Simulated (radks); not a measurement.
Excited configurations of K II: one electron is placed in a higher orbital outside [Ne] 3s2 3p5. The ground configuration is [Ar]. Method: non-relativistic Kohn-Sham, r2SCAN, spin-polarised, spherical densities, point nucleus; open shells are filled with parallel spins first; meta-GGA in the generalised Kohn-Sham scheme; computed with a radial shooting solver on a logarithmic mesh with Libxc functionals. Excitation = E - E(ground); binding = E(ion) - E, where the ion is the core of charge +2; n* = 2/sqrt(2 binding) in atomic units, and the quantum defect is n - n*.

| outer orbital | excitation (eV) | binding (eV) | n* | quantum defect | eigenvalue (eV) | <r> (bohr) |
|---|---|---|---|---|---|---|
| 3d | 21.851 | 10.250 | 2.304 | 0.696 | -5.868 | 2.384 |
| 4p | 23.768 | 8.333 | 2.556 | 1.444 | -6.538 | 4.575 |
| 5s | 26.743 | 5.358 | 3.187 | 1.813 | -4.323 | 7.776 |
| 5p | 27.749 | 4.352 | 3.536 | 1.464 | -3.490 | 9.149 |
| 6p | 29.419 | 2.682 | 4.505 | 1.495 | -2.169 | 15.20 |
| 6d | 30.103 | 1.998 | 5.219 | 0.781 | -1.595 | 19.55 |
| 7s | 30.034 | 2.067 | 5.131 | 1.869 | -1.685 | 20.13 |
| 7p | 30.281 | 1.820 | 5.468 | 1.532 | -1.482 | 22.71 |
| 7f | 30.926 | 1.175 | 6.806 | 0.194 | -0.946 | 33.12 |

The Delta-SCF ionisation energy is 32.101 eV (NIST Atomic Spectra Database: 31.625 eV, measured). Self-interaction in the functional shifts the binding energies and quantum defects, so they are the method's values and not measured ones. Open shells are spherical and high-spin; term and fine-structure splittings are not resolved.
